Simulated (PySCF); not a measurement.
Input for PySCF: U-B3LYP/LANL2DZ on GaH2I (SMILES [GaH2][I]), a point of a bond scan (R = 2.010 Å).

```python
from pyscf import gto, scf, dft, mp
from pyscf.data.elements import chemcore

mol = gto.M(
    atom='''
    Ga   -0.82101660   -1.27596731    0.21510403
    H    -0.27059022   -2.26514816    1.28725685
    H    -2.09922929   -1.41786168   -0.66637083
    I     0.25574135    0.39745555   -0.06700351
    ''',
    basis='lanl2dz',
    ecp={'Ga': 'lanl2dz', 'I': 'lanl2dz'},
    charge=0, spin=0, verbose=3, max_memory=1800)
mf = dft.UKS(mol, xc='b3lyp')
mf.conv_tol = 1e-8
mf.max_cycle = 100
mf.init_guess_breaksym = True
mf.kernel()
if not mf.converged:
    mf = mf.newton().run(mf.mo_coeff, mf.mo_occ)
for _ in range(4):
    mo, _, stable, _ = mf.stability(return_status=True)
    if stable:
        break
    mf.kernel(mf.make_rdm1(mo, mf.mo_occ))
```

Output:

```
converged SCF energy = -14.565770935981  <S^2> = 6.4938455e-10  2S+1 = 1
<class 'pyscf.dft.uks.UKS'> wavefunction is stable in the internal stability analysis
```

Self-consistency was reached.

Cost: around 10 core-seconds (rough).
